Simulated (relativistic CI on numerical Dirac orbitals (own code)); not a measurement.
What each ingredient does to the levels of Ar X

Base calculation: Dirac-Coulomb-Breit CI, separate exchange-only KLI orbitals for each configuration, a model potential for QED, unscaled Slater integrals.

CI space (outside the closed core 1s2): 2s²2p⁵, 2s2p⁶, 2s²2p⁴3s, 2s²2p⁴3p, 2p⁶3s, 2p⁶3p, 2s²2p⁴3d, 2p⁶3d, 2s2p⁵3s, 2s2p⁵3p, 2s²2p⁴4s, 2s2p⁵3d, 2s²2p⁴4p, 2s²2p⁴4d, 2s²2p⁴4f, 2s²2p⁴5s, 2s²2p⁴5p, 2s²2p³3s², 2s²2p⁴5d, 2s²2p⁴5f, 2s²2p⁴5g, 2s²2p³3s3p, 2s2p⁵4s, 2s2p⁵4p, 2s²2p³3p², 2s²2p³3s3d, 2s2p⁵4d, 2s2p⁵4f, 2s²2p³3p3d, 2s2p⁴3s², 2s²2p³3d², 2s2p⁵5s, 2s2p⁴3s3p, 2s2p⁵5p, 2s2p⁵5d, 2s2p⁵5f. Levels of other configurations are missing.

The lowest level and the first level of each name with at least 55 % of one term (blank where a level has no safe partner in the second run):

```
          Level  Base (cm⁻¹)  Shift (cm⁻¹)
  2s²2p⁵ ²P°3/2            0             0
  2s²2p⁵ ²P°1/2        18004          +727
    2s2p⁶ ²S1/2       619547           -18
 2s²2p⁴3s ⁴P5/2      2244066         +1244
 2s²2p⁴3s ⁴P3/2      2254067         +1299
 2s²2p⁴3s ⁴P1/2      2260665         +1469
 2s²2p⁴3s ²P3/2      2271597         +1268
 2s²2p⁴3s ²P1/2      2283168         +1416
 2s²2p⁴3s ²D5/2      2325799         +1672
 2s²2p⁴3s ²D3/2      2326179         +1658
2s²2p⁴3p ⁴P°5/2      2375040         +1271
2s²2p⁴3p ⁴P°3/2      2377186         +1111
2s²2p⁴3p ⁴P°1/2      2382751         +1200
2s²2p⁴3p ⁴D°7/2      2392454         +1301
2s²2p⁴3p ⁴D°5/2      2396598         +1204
 2s²2p⁴3s ²S1/2      2397168         +1097
2s²2p⁴3p ⁴D°3/2      2403243         +1318
2s²2p⁴3p ⁴D°1/2      2405640         +1309
2s²2p⁴3p ²P°1/2      2407910         +1111
2s²2p⁴3p ²D°5/2      2409836         +1348
2s²2p⁴3p ²P°3/2      2413788         +1485
2s²2p⁴3p ⁴S°3/2      2422419
```

At this charge energies of transitions that change n are usually good to better than 1 %, and those within a shell (Δn = 0) to a few per cent.

Task: One thing was changed in a second run, which moved the levels as shown. Which?
A. configuration mixing switched off
B. non-relativistic limit
C. Breit term removed
D. QED terms removed

Result: C. Breit term removed. The Breit term mainly narrows fine-structure intervals, so removing it widens them.
